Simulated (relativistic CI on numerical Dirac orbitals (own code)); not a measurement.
## Level scheme of Nd⁵⁸⁺

These numbers are calculated, not measured: Dirac-Coulomb-Breit CI, orbitals from a KLI potential per configuration, model QED (radiative potential, 1s self-energy scaled to tabulated hydrogen-like ionisation energies), unscaled Slater integrals (own radial code, finite nucleus).

Configurations in the expansion: 1s2, 1s.2s, 1s.2p, 1s.3s, 1s.3p, 1s.3d, 1s.4s, 1s.4p, 1s.4d, 1s.4f, 1s.5s, 1s.5p, 1s.5d, 1s.5f, 1s.5g, 1s.6s, 1s.6p, 1s.6d, 2s2. Levels of other configurations are missing.

| No. | Configuration | Term | J | E (Ry) | % | Next component (%) | jj configuration (%) |
| --- | --- | --- | --- | --- | --- | --- | --- |
| 1 | 1s2 | 1S | 0 | 0.00 | 100 |  | closed (100) |
| 2 | 1s.2s | 3S | 1 | 2764.79 | 100 |  | 1s 2s (100) |
| 3 | 1s.2p | 3P° | 1 | 2771.28 | 69 | 31 1P° | 1s 2p1/2 (100) |
| 4 | 1s.2p | 3P° | 0 | 2772.22 | 100 |  | 1s 2p1/2 (100) |
| 5 | 1s.2s | 1S | 0 | 2772.30 | 100 |  | 1s 2s (100) |
| 6 | 1s.2p | 3P° | 2 | 2816.65 | 100 |  | 1s 2p3/2 (100) |
| 7 | 1s.2p | 1P° | 1 | 2819.57 | 69 | 31 3P° | 1s 2p3/2 (100) |
| 8 | 1s.3s | 3S | 1 | 3290.78 | 100 |  | 1s 3s (100) |
| 9 | 1s.3p | 3P° | 1 | 3292.54 | 69 | 31 1P° | 1s 3p1/2 (100) |
| 10 | 1s.3s | 1S | 0 | 3292.78 | 100 |  | 1s 3s (100) |
| 11 | 1s.3p | 3P° | 0 | 3292.79 | 100 |  | 1s 3p1/2 (100) |
| 12 | 1s.3p | 3P° | 2 | 3306.03 | 100 |  | 1s 3p3/2 (100) |
| 13 | 1s.3d | 3D | 2 | 3306.69 | 60 | 40 1D | 1s 3d3/2 (100) |
| 14 | 1s.3d | 3D | 1 | 3306.85 | 100 |  | 1s 3d3/2 (100) |
| 15 | 1s.3p | 1P° | 1 | 3306.88 | 69 | 31 3P° | 1s 3p3/2 (100) |
| 16 | 1s.3d | 3D | 3 | 3310.82 | 100 |  | 1s 3d5/2 (100) |
| 17 | 1s.3d | 1D | 2 | 3310.95 | 60 | 40 3D | 1s 3d5/2 (100) |
| 18 | 1s.4s | 3S | 1 | 3472.19 | 100 |  | 1s 4s (100) |
| 19 | 1s.4p | 3P° | 1 | 3472.90 | 69 | 31 1P° | 1s 4p1/2 (100) |
| 20 | 1s.4s | 1S | 0 | 3473.00 | 100 |  | 1s 4s (100) |
| 21 | 1s.4p | 3P° | 0 | 3473.00 | 100 |  | 1s 4p1/2 (100) |
| 22 | 1s.4p | 3P° | 2 | 3478.57 | 100 |  | 1s 4p3/2 (100) |
| 23 | 1s.4d | 3D | 2 | 3478.85 | 60 | 40 1D | 1s 4d3/2 (100) |
| 24 | 1s.4d | 3D | 1 | 3478.91 | 100 |  | 1s 4d3/2 (100) |
| 25 | 1s.4p | 1P° | 1 | 3478.92 | 69 | 31 3P° | 1s 4p3/2 (100) |
| 26 | 1s.4d | 3D | 3 | 3480.59 | 100 |  | 1s 4d5/2 (100) |
| 27 | 1s.4f | 3F° | 3 | 3480.61 | 57 | 43 1F° | 1s 4f5/2 (100) |
| 28 | 1s.4f | 3F° | 2 | 3480.64 | 100 |  | 1s 4f5/2 (100) |
| 29 | 1s.4d | 1D | 2 | 3480.65 | 60 | 40 3D | 1s 4d5/2 (100) |
| 30 | 1s.4f | 3F° | 4 | 3481.47 | 100 |  | 1s 4f7/2 (100) |
| 31 | 1s.4f | 1F° | 3 | 3481.49 | 57 | 43 3F° | 1s 4f7/2 (100) |
| 32 | 1s.5s | 3S | 1 | 3555.18 | 100 |  | 1s 5s (100) |
| 33 | 1s.5p | 3P° | 1 | 3555.54 | 69 | 31 1P° | 1s 5p1/2 (100) |
| 34 | 1s.5p | 3P° | 0 | 3555.59 | 100 |  | 1s 5p1/2 (100) |
| 35 | 1s.5s | 1S | 0 | 3555.59 | 100 |  | 1s 5s (100) |
| 36 | 1s.5p | 3P° | 2 | 3558.43 | 100 |  | 1s 5p3/2 (100) |
| 37 | 1s.5d | 3D | 2 | 3558.57 | 60 | 40 1D | 1s 5d3/2 (100) |
| 38 | 1s.5d | 3D | 1 | 3558.60 | 100 |  | 1s 5d3/2 (100) |
| 39 | 1s.5p | 1P° | 1 | 3558.60 | 69 | 31 3P° | 1s 5p3/2 (100) |
| 40 | 1s.5d | 3D | 3 | 3559.46 | 100 |  | 1s 5d5/2 (100) |
| 41 | 1s.5f | 3F° | 3 | 3559.47 | 57 | 43 1F° | 1s 5f5/2 (100) |
| 42 | 1s.5f | 3F° | 2 | 3559.49 | 100 |  | 1s 5f5/2 (100) |
| 43 | 1s.5d | 1D | 2 | 3559.49 | 60 | 40 3D | 1s 5d5/2 (100) |
| 44 | 1s.5f | 3F° | 4 | 3559.91 | 100 |  | 1s 5f7/2 (100) |
| 45 | 1s.5g | 3G | 4 | 3559.91 | 55 | 45 1G | 1s 5g7/2 (100) |

Energies count from the lowest computed level; ° marks odd parity. Filled j subshells are mostly left out of the jj labels.

The mean weight of the leading LS term, summed over parents, in these 45 levels is 85 %, and that of the leading jj configuration (from the same eigenvectors) 100 %, so jj coupling describes them better and the LS labels are nominal.

At this charge energies of transitions that change n are usually good to better than 1 %, and those within a shell (Δn = 0) to a few per cent.

LS names give the leading component of a level, which can be under half, so a name can repeat, a term be missing and a line seem to break the LS rules.
